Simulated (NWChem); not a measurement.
CH3Zn, doublet; SMILES [CH3][Zn]

```xyz
5

Zn     0.0000     0.0000    -0.3960
C      0.0000     0.0000     1.6211
H      0.7353     0.7353     1.9833
H      0.2691    -1.0044     1.9833
H     -1.0044     0.2691     1.9833
```
Atoms are numbered in this order, from 1.

Level: PBE0/def2-SVP, spin-unrestricted (NWChem), optimised geometry, unscaled harmonic frequencies. In the optimisation the excess spin sits in a1 (C3v, its own frame). This spin state was assumed; another may lie lower.

List the harmonic frequencies with IR intensities, and the thermochemistry.


| frequency (cm⁻¹) | IR intensity (km/mol) |
|---|---|
| 458 | 6.7 |
| 591 | 11.5 |
| 591 | 11.5 |
| 1093 | 11.8 |
| 1413 | 4.5 |
| 1413 | 4.5 |
| 3048 | 11.1 |
| 3176 | 5.4 |
| 3176 | 5.4 |

The zero-point energy is 21.4 kcal/mol. The thermal correction to the enthalpy at 298.15 K (with zero-point energy) is 24.1 kcal/mol and the heat capacity Cv is 9.9 cal/(mol K). The dipole moment is 0.41 D.

Rigid rotor and harmonic oscillator.
